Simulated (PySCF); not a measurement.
B⁺: excitation energy

B⁺ [He] 2s2 (1S) → B⁺ [He] 2s1 2p1 (3P), as a difference of total energies. All numbers are calculated (PySCF 2.14, no relativity, point nucleus, in dyall-av2z). Correlated levels: valence: 1s2 frozen; virtual orbitals above 40 to 60 times the deepest correlated orbital energy dropped. The calculations carry no spin-orbit coupling.

```
           method  excitation energy (cm⁻¹)  error (cm⁻¹)
              UHF                     25271        -12079
              LDA                     32830         -4520
              PBE                     32000         -5350
             PBE0                     31696         -5654
           r2SCAN                     29138         -8211
          LC-wPBE                     31403         -5947
        BHandHLYP                     33014         -4336
           PBEsol                     31991         -5359
            TPSSh                     32539         -4811
    MP2 (valence)                     32433         -4917
SCS-MP2 (valence)                     34382         -2968
```

Reference: 37350 cm⁻¹ (measured; NIST levels, between the centres of gravity of the two terms).

Errors of the correlated levels include the incompleteness of this basis and the frozen core.
